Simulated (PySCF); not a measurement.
An unknown shows these calculated signals:

1H NMR (400 MHz, computed): δ 3.69 (m, 2H), 3.56 (s, 3H).

13C{1H} NMR (computed): δ 136.2 (C), 74.9 (CH2), 63.6 (CH3).

Averaged over atoms made equivalent by symmetry, fast rotation or ring inversion, relativity neglected, one conformer, no solvent. Coordinates at the PBE0-D3(BJ)/def2-TZVP level; shielding tensors at B97-2/pcSseg-2 (GIAO); PySCF.

δ = σ(ref) − σ, references computed at the same level: 1H (31.64 ppm), 13C (185.38 ppm) against TMS.

Which of these does the molecule contain: a CF3 group, an NH or NH2 group, a methoxy group, a ketone, a non-aromatic C=C double bond?

## Answers


- A CF3 group: yes (δC 136.2).
- An NH or NH2 group: no.
- A methoxy group: yes (δC 63.6; δH 3.56 (s)).
- A ketone: no.
- A non-aromatic C=C double bond: no.

The data belong to `COCC(F)(F)F`, C3H5F3O; they needn't prove each group on their own.

Carbon signals by region: 1 in the sp2 and nitrile region (100–160 ppm), 2 at 50–100 ppm.

Splittings by 19F in the carbon and heteronuclear signals aren't shown, as no couplings were computed. Shifts are as computed. Against solution values, carbons near 30 ppm lie about +3 ppm off and those near 130 ppm about +7 ppm. Of 1211 compounds with measured shifts, 218 miss one by over three times the rms of a fit or turn the order of signals round; such compounds aren't used in these exercises. Multiplicities follow the n + 1 count of equivalent neighbours, as no J values were calculated; m marks all less simple cases, F and P coupling included.
